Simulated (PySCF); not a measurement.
Si(H)2(OMe)(SMe) (C2H8OSSi), SMILES CO[SiH2]SC.

Geometry optimised at PBE-D3(BJ)/def2-SVP. The values are those of a single conformer.

These are PBE/def2-TZVP in PySCF values and carry that method's errors.

```yaml
total_energy: -843.55223 hartree
highest_occupied_level: -5.88 eV
lowest_empty_level: -0.65 eV
orbital_gap: 5.23 eV
dipole_moment: 0.462 e·Å
quadrupole, principal values (traceless, Buckingham form, about the centre of nuclear charge): -3.35, 0.31, 3.05 D·Å
mean_static_polarisability: 76.4 bohr³ (11.32 Å³)
polarisability_principal_values: 66.3, 75.9, 87.0 bohr³
```
